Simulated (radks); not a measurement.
Spherical quantum dot in the effective-mass picture: electrons in a hard-walled sphere of radius 10.6, with a point charge +1 (a donor) at the centre, all in effective atomic units (hartree* = m*/eps^2 hartree, bohr* = eps/m* bohr), one dielectric constant everywhere. Calculated with a radial shooting solver with Libxc functionals: non-relativistic Kohn-Sham, PBEsol, spin-polarised, spherical densities. Levels are named by radial order and angular momentum (1s, 1p, 1d, 2s, ...), and open shells are averaged over m. Results are scaled to m* = 0.031 and eps = 13.3, for which hartree* = 4.769 meV and bohr* = 22.7 nm.

N = 11, configuration 1s2 1p6 1d(up 2, down 0) 2s(up 1, down 0). This is the lowest configuration that the search found (a dilute case). Occupied levels:

level,occupation,eigenvalue (meV),<r> (nm)
1s up,1,5.1843,45.61
2s up,1,5.4534,163.6
1s down,1,5.4674,165.6
1p up,3,5.5194,173.3
1p down,3,5.5722,172.4
1d up,2,5.6981,177.3

Energy (meV): total 26.2964, kinetic 8.4966, external -11.171, Hartree 36.819, exchange-correlation -7.8482.
